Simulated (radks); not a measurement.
Values are calculated unless marked as measured or tabulated.
Effect of the nuclear size on neutral zirconium, [Kr] 4d2 5s2. Code: a radial shooting solver on a logarithmic mesh with Libxc functionals. Model: Dirac Kohn-Sham, PBE, spin-unpolarised, spherical densities, finite nucleus; open shells fill j = l - 1/2 first; Fermi nuclear charge, rms radius 4.2694 fm. The rms radius is varied about that value; shifts are against it.

rms radius (fm)  total energy shift (eV)  density at nucleus (e/bohr^3)  1s1/2 shift (meV)  2s1/2 shift (meV)  4s1/2 shift (meV)  4p1/2 shift (meV)
3.7656                            -0.243                      7.568e+04               -103              -10.8             -0.260              0.045
4.0687                            -0.100                      7.511e+04              -42.3              -4.45             -0.107              0.019
4.2694                                 0                      7.475e+04              0.000              0.000              0.000              0.000
4.5341                             0.139                      7.431e+04               58.6               6.16              0.148             -0.026
4.944                              0.368                      7.368e+04                156               16.3              0.393             -0.069

Slopes of the eigenvalues against <r^2> in GHz/fm^2, as finite differences over the two radii next to the reference (eigenvalue slopes, not the field-shift constants of lines): 1s1/2 6100, 2s1/2 640, 4s1/2 15.4, 4p1/2 -2.69.
